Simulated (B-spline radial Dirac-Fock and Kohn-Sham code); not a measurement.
Two-hole binding energies of Sb⁵⁺

System: antimony as Sb⁵⁺, configuration 1s2 2s2 2p6 3s2 3p6 3d10 4s2 4p6 4d10.

Method: ΔSCF Dirac-Fock with Breit, self-energy and vacuum polarisation, finite nucleus, configuration average. Computed with a radial atomic solver. U is the two-hole binding energy less the two single-hole energies, the effective repulsion of the holes after relaxation. Each two-hole energy is an average over J within one jj subconfiguration.

```
          holes  E(a) (eV)  E(b) (eV)  E(ab) (eV)  U (eV)
   1s⁻¹ 3p1/2⁻¹    30560.6      884.5     31518.4    73.2
   1s⁻¹ 3p3/2⁻¹    30560.6      837.6     31467.3    69.0
   1s⁻¹ 3d3/2⁻¹    30560.6      606.5     31231.6    64.5
           2s⁻²     4774.7     4774.7      9687.7   138.2
2p1/2⁻¹ 2p3/2⁻¹     4451.5     4203.1           ?       ?
   2s⁻¹ 3p3/2⁻¹     4774.7      837.6      5672.1    59.7
   2s⁻¹ 3d5/2⁻¹     4774.7      597.1      5435.6    63.7
2p1/2⁻¹ 3p3/2⁻¹     4451.5      837.6      5351.0    61.8
2p1/2⁻¹ 3d5/2⁻¹     4451.5      597.1      5113.9    65.2
2p3/2⁻¹ 3d3/2⁻¹     4203.1      606.5      4875.3    65.7
        3p1/2⁻²      884.5      884.5      1820.3    51.3
3p1/2⁻¹ 3p3/2⁻¹      884.5      837.6      1768.8    46.6
        3d5/2⁻²      597.1      597.1      1245.9    51.7
4d3/2⁻¹ 4d5/2⁻¹      99.18      97.92       218.2    21.1
```

Problem. Give the missing two-hole energy and U.

Solution. E(ab) = 8808.4 eV and U = 153.8 eV.
